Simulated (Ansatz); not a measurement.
**Redistribution: C3H10OSn + C2H5Br → C2H8OSn + C3H7Br**

Gas-phase species: C3H10OSn `CC(C)[O][SnH3]`, singlet; C2H5Br (bromoethane) `CCBr`, singlet; C2H8OSn `CC[O][SnH3]`, singlet; C3H7Br (2-bromopropane) `CC(C)Br`, singlet. The partners trade CH3 for H; both sit on C, so the bond types are kept.

Shapes, held fixed at every level: PBE0-D4/def2-TZVP. Flexible molecules stand in one conformer, not always the lowest. Programs: Ansatz 0.2.0. The zero-point and thermal change to 298 K, harmonic and unscaled (PBE0-D4/def2-TZVP), is +0.5 kJ/mol.

```
                level                    kind  ΔH(298 K) (kJ/mol)
          HF/def2-SVP            Hartree–Fock                +2.9
        HF/def2-TZVPP            Hartree–Fock                +3.1
 r2SCAN-D4/def2-TZVPP                meta-GGA                +4.6
r2SCAN0-D4/def2-TZVPP           global hybrid                +4.9
   wB97X-V/def2-TZVPP  range-separated hybrid                +5.4
     CCSD(T)/def2-SVP   coupled cluster or CI                +4.7
       MP2/def2-TZVPP     perturbation theory                +3.7
```

MP2/def2-TZVPP gives ΔH(298 K) = +3.7 kJ/mol; the levels span +2.9 to +5.4. That is about zero within the method's error. The median of the levels is +4.6. No measured value is set beside it here. For atoms past krypton def2 sets carry core potentials with scalar relativity. Relativity is left out for Br. Outer-core shells of Br, Sn are correlated, in sets that cover them unevenly.
